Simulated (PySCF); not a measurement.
pyrrole (C4H5N), singlet, geometry from GFN2-xTB; TPSS/6-31G* (PySCF).

PySCF was given this input:
```python
from pyscf import gto, scf, dft

mol = gto.M(
    atom='''
H     0.02331855   -0.00569419    2.12133513
N     0.01225989   -0.00299376    1.11530690
C    -0.00104268    1.10746771    0.33287593
C     0.00829435   -1.10923850    0.32682311
C    -0.01369937    0.70723215   -0.97433836
C    -0.00776355   -0.70199109   -0.97818631
H    -0.00054049    2.09153871    0.75876769
H     0.01709616   -2.09558146    0.74733455
H    -0.02586159    1.34596924   -1.83515419
H    -0.01456440   -1.33609757   -1.84247771
''',
    basis='6-31g*',
    verbose=4,
)

mf = dft.RKS(mol)
mf.xc = 'tpss'
mf.grids.level = 4
mf.kernel()
```

What the program printed (banner, timings and long lists left out):

```
PySCF version 2.14.0

[INPUT] verbose = 4
[INPUT] num. atoms = 10
[INPUT] num. electrons = 36
[INPUT] charge = 0
[INPUT] spin (= nelec alpha-beta = 2S) = 0
[INPUT] symmetry False subgroup None
[INPUT] Mole.unit = angstrom
[INPUT] Symbol           X                Y                Z      unit          X                Y                Z       unit  Magmom
[INPUT]  1 H      0.023318550000  -0.005694190000   2.121335130000 AA    0.044065673122  -0.010760459601   4.008742414119 Bohr   0.0
[INPUT]  2 N      0.012259890000  -0.002993760000   1.115306900000 AA    0.023167834417  -0.005657386483   2.107624585838 Bohr   0.0
[INPUT]  3 C     -0.001042680000   1.107467710000   0.332875930000 AA   -0.001970379636   2.092810663699   0.629044341160 Bohr   0.0
[INPUT]  4 C      0.008294350000  -1.109238500000   0.326823110000 AA    0.015674049881  -2.096156971823   0.617606169079 Bohr   0.0
[INPUT]  5 C     -0.013699370000   0.707232150000  -0.974338360000 AA   -0.025888057379   1.336475069987  -1.841232653058 Bohr   0.0
[INPUT]  6 C     -0.007763550000  -0.701991090000  -0.978186310000 AA   -0.014670983254  -1.326570901985  -1.848504224699 Bohr   0.0
[INPUT]  7 H     -0.000540490000   2.091538710000   0.758767690000 AA   -0.001021378073   3.952435340826   1.433863126269 Bohr   0.0
[INPUT]  8 H      0.017096160000  -2.095581460000   0.747334550000 AA    0.032307060182  -3.960075031116   1.412257622925 Bohr   0.0
[INPUT]  9 H     -0.025861590000   1.345969240000  -1.835154190000 AA   -0.048871322246   2.543513235689  -3.467938815448 Bohr   0.0
[INPUT] 10 H     -0.014564400000  -1.336097570000  -1.842477710000 AA   -0.027522727169  -2.524858482997  -3.481778262516 Bohr   0.0

nuclear repulsion = 162.312062745371
number of shells = 40
number of NR pGTOs = 155
number of NR cGTOs = 80
basis = 6-31g*
ecp = {}

******** <class 'pyscf.dft.rks.RKS'> ********
method = RKS
initial guess = minao
damping factor = 0
level_shift factor = 0
DIIS = <class 'pyscf.scf.diis.CDIIS'>
diis_start_cycle = 1
diis_space = 8
diis_damp = 0
SCF conv_tol = 1e-09
SCF conv_tol_grad = None
SCF max_cycles = 50
direct_scf = True
direct_scf_tol = 1e-13
XC library pyscf.dft.libxc version 7.1.2
    S. Lehtola, C. Steigemann, M. J. T. Oliveira, and M. A. L. Marques,  SoftwareX 7, 1–5 (2018)
XC functionals = tpss
    J. Tao, J. P. Perdew, V. N. Staroverov, and G. E. Scuseria,  Phys. Rev. Lett. 91, 146401 (2003)
    J. P. Perdew, J. Tao, V. N. Staroverov, and G. E. Scuseria,  J. Chem. Phys. 120, 6898 (2004)
    J. Tao, J. P. Perdew, V. N. Staroverov, and G. E. Scuseria,  Phys. Rev. Lett. 91, 146401 (2003)
    J. P. Perdew, J. Tao, V. N. Staroverov, and G. E. Scuseria,  J. Chem. Phys. 120, 6898 (2004)
radial grids:
    Treutler-Ahlrichs [JCP 102, 346 (1995); DOI:10.1063/1.469408] (M4) radial grids

becke partition: Becke, JCP 88, 2547 (1988); DOI:10.1063/1.454033
pruning grids: <function nwchem_prune>
grids dens level: 4
symmetrized grids: False
atomic radii adjust function: <function treutler_atomic_radii_adjust>
small_rho_cutoff = 0
Set gradient conv threshold to 3.16228e-05
Initial guess from minao.
tot grids = 220848
init E= -210.934501631834
  HOMO = -0.268809262847476  LUMO = -0.0537157842335048  gap/eV = 5.85299
cycle= 1 E= -210.123378365265  delta_E= 0.811  |g|= 0.514  |ddm|= 3.24
  HOMO = -0.096744917538842  LUMO = 0.0578298322614392  gap/eV = 4.20619
cycle= 2 E= -210.010306609691  delta_E= 0.113  |g|= 0.812  |ddm|= 1.63
  HOMO = -0.157624760181254  LUMO = 0.0493232366536502  gap/eV = 5.63134
cycle= 3 E= -210.187828297146  delta_E= -0.178  |g|= 0.207  |ddm|= 1.21
  HOMO = -0.17260804828075  LUMO = 0.0303441080026938  gap/eV = 5.52261
cycle= 4 E= -210.19889440369  delta_E= -0.0111  |g|= 0.0376  |ddm|= 0.234
  HOMO = -0.171608270467805  LUMO = 0.0321704407659933  gap/eV = 5.54510
cycle= 5 E= -210.199206899947  delta_E= -0.000312  |g|= 0.0112  |ddm|= 0.0443
  HOMO = -0.170828845608918  LUMO = 0.0324180333872159  gap/eV = 5.53063
cycle= 6 E= -210.199226729149  delta_E= -1.98e-05  |g|= 0.00606  |ddm|= 0.0122
  HOMO = -0.17101111120405  LUMO = 0.0324198286597248  gap/eV = 5.53564
cycle= 7 E= -210.199235020969  delta_E= -8.29e-06  |g|= 0.000171  |ddm|= 0.00466
  HOMO = -0.171016664052376  LUMO = 0.0324173596842714  gap/eV = 5.53572
cycle= 8 E= -210.199235029768  delta_E= -8.8e-09  |g|= 2.06e-05  |ddm|= 0.00025
  HOMO = -0.171018950716702  LUMO = 0.032414622215819  gap/eV = 5.53571
cycle= 9 E= -210.199235029874  delta_E= -1.06e-10  |g|= 2.82e-06  |ddm|= 2.95e-05
  HOMO = -0.171018672454998  LUMO = 0.032415128919522  gap/eV = 5.53572
Extra cycle  E= -210.199235029876  delta_E= -1.59e-12  |g|= 2.92e-06  |ddm|= 8.08e-06
converged SCF energy = -210.199235029876
```
